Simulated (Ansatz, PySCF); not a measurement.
C2H12OSi3, SMILES C[C@@H]([SiH3])O[SiH2][SiH3]. Atoms are numbered in the order given.

```xyz
18

C     -1.0810    -1.7937    -0.0024
C     -0.9880    -0.3053    -0.3270
Si    -2.6811     0.5342    -0.5991
O     -0.3703     0.4327     0.7308
Si     1.2397     0.3358     1.1878
Si     2.6273     0.0466    -0.6987
H     -1.6494    -1.9558     0.9270
H     -0.0788    -2.2354     0.1330
H     -1.5795    -2.3436    -0.8165
H     -0.3975    -0.1823    -1.2593
H     -3.3978    -0.1270    -1.7318
H     -3.4999     0.4027     0.6393
H     -2.4780     1.9741    -0.9212
H      1.5540     1.6120     1.8864
H      1.4794    -0.7893     2.1447
H      2.3695    -1.2707    -1.3554
H      2.3929     1.1260    -1.7038
H      4.0589     0.0883    -0.2737
```

Geometry optimised at B3LYP-D3(BJ)/def2-SVP. The structure was generated by enumeration; whether it is a known compound was not checked. Other conformers were not sampled.

Vertical ionisation energy (IE) and electron affinity (EA) in eV. Rows of orbital energies are one-electron estimates. Where ΔSCF, EOM or ADC give a negative EA the extra electron is unbound and the value depends on the basis.

| level | IE | EA |
|---|---|---|
| −ε(HOMO), −ε(LUMO), M06-2X/def2-TZVP (PySCF) | 8.90 | -0.47 |
| −ε(HOMO), −ε(LUMO), PBE/def2-TZVP (PySCF) | 6.51 | 1.25 |
| ΔSCF, PBE0/def2-SVPD (Ansatz), final states of multiplicity 2 and 2 | 9.46 | -1.07 |
| ΔSCF, PBE/def2-SVPD (Ansatz), final states of multiplicity 2 and 2 | 9.07 | -0.83 |

What vertical singlet–triplet gap does ΔSCF give with PBE0/def2-SVPD (Ansatz, an electronic-structure program) and with PBE/def2-SVPD (Ansatz)? (An estimate is asked for; the answer gives what the named calculation found.)

5.51 and 5.12 eV (triplet above singlet where positive).
